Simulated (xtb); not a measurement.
C2H5NO2Si, SMILES C1=N[SiH2]OCO1. All values are semi-empirical tight-binding results from xtb (GFN2-xTB unless named), good for trends rather than for accurate numbers. Geometry: GFN2-xTB. This is a generated structure with no PubChem entry under its InChIKey; it may be hypothetical. The values are those of a single conformer.

```yaml
orbital_gap: 3.70 eV
dipole_moment: 1.44 D
zero_point_energy: 45.9 kcal/mol
G − E(el) at 298.15 K (modified RRHO): 27.3 kcal/mol
static polarisability (D4 model): 66.4 bohr³
solvation energy, GFN2-xTB/ALPB(water): -0.8 kcal/mol
solvation energy, GFN2-xTB/ALPB(ch2cl2): -3.9 kcal/mol
```
